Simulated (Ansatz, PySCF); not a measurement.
Gas-phase reaction (SMILES): CO[SiH3] [methoxysilane] + 2 [H][H] (H2) -> C (CH4) + O (H2O) + [SiH4] (SiH4); energy of full hydrogenation.

Each molecule is optimised on its own at B3LYP-D3(BJ)/def2-TZVP (Ansatz, a quantum-chemistry and plane-wave program). Cores are frozen in the correlated levels unless marked. Spin-orbit coupling is left out. No relativistic terms. CBS(X,Y): correlation extrapolated as X^-3; Hartree-Fock from the larger set. Thermal terms are rigid-rotor harmonic-oscillator values from B3LYP-D3(BJ) frequencies (Ansatz or PySCF) at 298.15 K and 1 atm. 1 Eh = 627.5095 kcal/mol.

```
species        E, CCSD(T)/CBS(cc-pV(T+d)Z,cc-pV(Q+d)Z) (Ansatz) (Eh)  E, wB97M-V/def2-TZVPD (Ansatz) (Eh)  H - E (Eh)
-------------  -----------------------------------------------------  -----------------------------------  ----------
CO[SiH3]                                                  -405.91960                           -406.42641     0.07323
[H][H] (H2)                                                 -1.17450                             -1.16077     0.01336
C (CH4)                                                    -40.45816                            -40.49098     0.04840
O (H2O)                                                    -76.37426                            -76.43347     0.02495
[SiH4] (SiH4)                                             -291.45815                           -291.84546     0.03520
```

Task: Work out ΔE and ΔH at 298.15 K at the first level, then ΔH at the second.

Result: 
1. ΔE = [(-40.45816) + (-76.37426) + (-291.45815)] - [(-405.91960) + 2×(-1.17450)] = -0.02197 Eh = -13.8 kcal/mol at CCSD(T)/CBS(cc-pV(T+d)Z,cc-pV(Q+d)Z).
2. The terms H - E add up to 0.00860 Eh, so ΔH = (-0.02197 + (0.00860))×627.5095 = -8.4 kcal/mol.
3. At wB97M-V/def2-TZVPD the same steps give ΔE = -13.8 and ΔH = -8.4 kcal/mol, a shift of +0.0 from the first level.
4. These values are not checked against measurement here, since the tables used lack a sound gas-phase enthalpy of formation for at least one species.
